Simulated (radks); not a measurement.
Effect of the nuclear size on the sulfur ion S2+, [Ne] 3s2 3p2. Calculated with a radial shooting solver on a logarithmic mesh with Libxc functionals: Dirac Kohn-Sham, exchange-only LDA, spin-unpolarised, spherical densities, finite nucleus; open shells fill j = l - 1/2 first; Fermi nuclear charge, rms radius 3.2611 fm. The rms radius is varied about that value; shifts are against it.

rms radius (fm)  total energy shift (eV)  density at nucleus (e/bohr^3)  1s1/2 shift (meV)  2s1/2 shift (meV)
2.6187                          -0.00359                           2936              -1.51             -0.105
2.9709                          -0.00172                           2930             -0.720             -0.050
3.2611                                 0                           2926              0.000              0.000
3.3883                          0.000803                           2924              0.336              0.023
3.7372                           0.00316                           2919               1.32              0.092

Slopes of the eigenvalues against <r^2> in GHz/fm^2, as finite differences over the two radii next to the reference (eigenvalue slopes, not the field-shift constants of lines): 1s1/2 96.2, 2s1/2 6.69.
